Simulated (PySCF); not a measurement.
Radial density of Tl⁴⁸⁺ (thallium, charge +48)

UHF, [Ar] 3d10 4s2 4p3, high-spin 4S determinant. All numbers are calculated (PySCF 2.14, scalar relativity by spin-free X2C-1e, in an even-tempered Gaussian basis (18 s from 6.1 bohr⁻², ratio 2.5; 14 p from 8 bohr⁻², ratio 2.5; 8 d from 14 bohr⁻², ratio 2.5; 4 f from 39 bohr⁻², ratio 2.7; 4 g from 58 bohr⁻², ratio 2.7)).

```csv
r (bohr),4πr²ρ (e/bohr),4πr²(ρα − ρβ)
0.0138,110.1,0.6870
0.0232,99.90,1.8524
0.0390,139.7,2.3528
0.0656,133.4,0.0692
0.110,117.9,3.7234
0.186,101.5,0.6050
0.312,28.73,9.9742
0.525,6.094,3.9728
0.883,0.01984,0.0094
```

Densities and radii are taken from the X2C orbitals without a picture-change correction, which distorts them close to the nucleus.

Spin-orbit coupling, which splits the p, d and f shells strongly at this Z, is absent. Spin-orbit coupling is strong in this species (close to jj coupling), so the high-spin LS determinant is a model state, not a physical level.
